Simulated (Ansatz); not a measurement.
Basis sets compared for (ClBS)3 ring (B₃S₃Cl₃). Charge 0, multiplicity 1. Geometry PBE-D4/def2-SVP. Ansatz on 2 threads of AMD EPYC 7R13 on a shared host and a share (18 GiB) of an NVIDIA H100 80GB HBM3; times are rough, and most runs start from earlier orbitals.

```tsv
atom	x (Å)	y (Å)	z (Å)
B1	-0.8164	1.2986	0.7551
Cl2	-1.6594	2.6397	1.5346
S3	-1.8640	0.2561	-0.2990
B4	-0.8563	-1.0688	-1.0234
Cl5	-1.7407	-2.1725	-2.0800
S6	0.9099	-1.4471	-0.8415
B7	1.6727	-0.2299	0.2684
Cl8	3.4001	-0.4671	0.5455
S9	0.9542	1.1910	1.1404
```

LC-ωPBE has ω = 0.4 bohr⁻¹.

Binding counts from free atoms (B doublet, Cl doublet, S triplet) in the same basis, without a counterpoise term.

```json
{"level": "PBE-D4/def2-SVP", "functions": "150", "energy (Eh)": "-2648.0101", "HOMO (eV)": "-7.30", "LUMO (eV)": "-2.86", "binding per atom (eV)": "4.45", "wall time": "2.7 s"}
{"level": "PBE-D4/def2-TZVP", "functions": "315", "energy (Eh)": "-2648.9675", "HOMO (eV)": "-7.41", "LUMO (eV)": "-3.11", "binding per atom (eV)": "4.38", "wall time": "3.3 s"}
{"level": "PBE0-D4/def2-SVP", "functions": "150", "energy (Eh)": "-2648.2324", "HOMO (eV)": "-8.56", "LUMO (eV)": "-2.13", "binding per atom (eV)": "4.34", "wall time": "4.2 s"}
{"level": "PBE0-D4/def2-TZVP (with forces)", "functions": "315", "energy (Eh)": "-2649.1814", "HOMO (eV)": "-8.58", "LUMO (eV)": "-2.32", "binding per atom (eV)": "4.27", "wall time": "6.5 s"}
{"level": "LC-ωPBE/def2-TZVP", "functions": "315", "energy (Eh)": "-2649.3211", "HOMO (eV)": "-11.20", "LUMO (eV)": "-0.24", "binding per atom (eV)": "4.12", "wall time": "4.8 s"}
```

Problem. Estimate the rows for PBE-D4/def2-TZVPD, PBE0-D4/def2-TZVPD, LC-ωPBE/def2-TZVPD.

Solution. 
```json
{"level": "PBE-D4/def2-TZVPD", "functions": "387", "energy (Eh)": "-2648.9702", "HOMO (eV)": "-7.45", "LUMO (eV)": "-3.19", "binding per atom (eV)": "4.37", "wall time": "5.5 s"}
{"level": "PBE0-D4/def2-TZVPD", "functions": "387", "energy (Eh)": "-2649.1835", "HOMO (eV)": "-8.61", "LUMO (eV)": "-2.39", "binding per atom (eV)": "4.27", "wall time": "3.9 s"}
{"level": "LC-ωPBE/def2-TZVPD", "functions": "387", "energy (Eh)": "-2649.3233", "HOMO (eV)": "-11.22", "LUMO (eV)": "-0.32", "binding per atom (eV)": "4.12", "wall time": "5.5 s"}
```
